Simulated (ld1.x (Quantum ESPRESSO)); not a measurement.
**Before and after: TM potential for indium**

```
Element                 : indium (In)
Generator               : ld1.x (Quantum ESPRESSO) 7.5
Type                    : norm-conserving Troullier–Martins (Kleinman–Bylander form)
Functional              : PBE
Relativity              : non-relativistic
Frozen core             : [Kr] 4d10
Valence charge          : 3
Reference configuration : 5s1.5 5p1.5
Partial waves           : 5s (bound): rc 2.20 bohr; 5p (bound): rc 2.55 bohr
Local potential         : all-electron potential smoothed inside 2.10 bohr (lloc = -1)
Core correction         : Bessel-smoothed model core inside 1.55 bohr
```

Change: local potential the s channel.

Cutoffs: the cutoffs (Ry, on a coarse ladder) from which the occupation-weighted sum of valence levels, in a spherical-Bessel basis at the reference potential, stays within 10 and 1 mRy of its value at 400 Ry; they do not see the model core or the augmentation charge, which bear on the density cutoff. Errors are all-electron minus pseudo energies relative to the spin-unpolarised reference configuration.

Task: What does the change do?

Result: The potential gets neither clearly harder nor softer (10 Ry and 25 Ry → 10 Ry and 25 Ry); of the 7 tests that both files solve, the error grows in 5 and shrinks in 0 by more than 15 % and 0.3 meV (median size 4.3 → 5.2 meV); the range in which the s phases agree widens (upper end -0.1 → 2.5); the range in which the p phases agree widens (upper end 1.7 → 3.6); neither file shows a bound ghost.

| quantity | base | changed |
| --- | --- | --- |
| cutoff, loose | 10 Ry | 10 Ry |
| cutoff, tight | 25 Ry | 25 Ry |
| bound ghosts | none | none |
| error for 5s2 5p1, meV [ΔE -2.55 eV] | -2.8 | -3.6 |
| error for 5s2 5p0, meV [ΔE 2.88 eV] | -4.3 | -5.2 |
| error for 5s1 5p0, meV [ΔE 21.25 eV] | -89 | -116 |
| error for 5s2 5p0.5, meV [ΔE -0.57 eV] | -1.9 | -2.0 |
| error for 5s2 5p1.3, meV [ΔE -3.11 eV] | -3.1 | -4.4 |
| error for 5s0 5p3, meV [ΔE 7.98 eV] | -31 | -33 |
| error for 5s1 5p1, meV [ΔE 8.71 eV] | -16 | -22 |
| s: phases at 2.76 bohr within 0.05 rad from the reference energy up to (Ry; the scan ends near 5) | -0.1 | 2.5 |
| p: phases at 2.76 bohr within 0.05 rad from the reference energy up to (Ry; the scan ends near 5) | 1.7 | 3.6 |
